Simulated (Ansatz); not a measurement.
`B[C](=C)[GaH][CH3]` at its PBE0-D4/def2-TZVP geometry, where that method's forces vanish. Charge 0, multiplicity 1.

```json
{"atom": "B1", "x (Å)": "-0.595", "y (Å)": "-0.958", "z (Å)": "1.231"}
{"atom": "C2", "x (Å)": "-1.133", "y (Å)": "-0.653", "z (Å)": "-0.108"}
{"atom": "C3", "x (Å)": "-2.057", "y (Å)": "-0.781", "z (Å)": "-1.053"}
{"atom": "Ga4", "x (Å)": "0.392", "y (Å)": "0.577", "z (Å)": "-0.682"}
{"atom": "C5", "x (Å)": "1.978", "y (Å)": "1.054", "z (Å)": "0.369"}
{"atom": "H6", "x (Å)": "0.212", "y (Å)": "-1.836", "z (Å)": "1.374"}
{"atom": "H7", "x (Å)": "-0.807", "y (Å)": "-0.216", "z (Å)": "2.152"}
{"atom": "H8", "x (Å)": "-1.995", "y (Å)": "-0.279", "z (Å)": "-2.015"}
{"atom": "H9", "x (Å)": "-2.934", "y (Å)": "-1.407", "z (Å)": "-0.899"}
{"atom": "H10", "x (Å)": "0.087", "y (Å)": "1.091", "z (Å)": "-2.136"}
{"atom": "H11", "x (Å)": "2.544", "y (Å)": "0.152", "z (Å)": "0.618"}
{"atom": "H12", "x (Å)": "1.676", "y (Å)": "1.513", "z (Å)": "1.315"}
{"atom": "H13", "x (Å)": "2.632", "y (Å)": "1.744", "z (Å)": "-0.166"}
```

(1) For each bond, give half the difference of the two atoms' forces along it (eV/Å; positive pushes the atoms apart) under PBE-D4, r2SCAN-D4, B3LYP-D4, ωB97M-V in def2-TZVPP. (Estimate.)

Answers

(1) Computed: 
```json
{"bond": "B1–C2", "length (Å)": "1.476", "PBE-D4": "-0.23", "r2SCAN-D4": "-0.11", "B3LYP-D4": "0.04", "ωB97M-V": "0.21"}
{"bond": "B1–H6", "length (Å)": "1.201", "PBE-D4": "0.08", "r2SCAN-D4": "-0.01", "B3LYP-D4": "-0.10", "ωB97M-V": "-0.14"}
{"bond": "B1–H7", "length (Å)": "1.201", "PBE-D4": "0.08", "r2SCAN-D4": "-0.01", "B3LYP-D4": "-0.10", "ωB97M-V": "-0.14"}
{"bond": "C2–C3", "length (Å)": "1.327", "PBE-D4": "0.37", "r2SCAN-D4": "0.22", "B3LYP-D4": "0.09", "ωB97M-V": "-0.03"}
{"bond": "C2–Ga4", "length (Å)": "2.041", "PBE-D4": "0.03", "r2SCAN-D4": "-0.02", "B3LYP-D4": "0.05", "ωB97M-V": "0.00"}
{"bond": "C3–H8", "length (Å)": "1.087", "PBE-D4": "0.00", "r2SCAN-D4": "-0.08", "B3LYP-D4": "-0.05", "ωB97M-V": "-0.04"}
{"bond": "C3–H9", "length (Å)": "1.089", "PBE-D4": "0.04", "r2SCAN-D4": "-0.04", "B3LYP-D4": "-0.09", "ωB97M-V": "-0.08"}
{"bond": "Ga4–C5", "length (Å)": "1.962", "PBE-D4": "-0.03", "r2SCAN-D4": "0.00", "B3LYP-D4": "0.17", "ωB97M-V": "0.05"}
{"bond": "Ga4–H10", "length (Å)": "1.572", "PBE-D4": "0.06", "r2SCAN-D4": "-0.08", "B3LYP-D4": "-0.11", "ωB97M-V": "-0.15"}
{"bond": "C5–H11", "length (Å)": "1.093", "PBE-D4": "0.11", "r2SCAN-D4": "-0.01", "B3LYP-D4": "-0.07", "ωB97M-V": "-0.05"}
{"bond": "C5–H12", "length (Å)": "1.093", "PBE-D4": "0.11", "r2SCAN-D4": "-0.01", "B3LYP-D4": "-0.07", "ωB97M-V": "-0.05"}
{"bond": "C5–H13", "length (Å)": "1.090", "PBE-D4": "0.09", "r2SCAN-D4": "-0.02", "B3LYP-D4": "-0.08", "ωB97M-V": "-0.05"}
```

B3LYP here is the variant with VWN-RPA as its local correlation; programs differ in this.
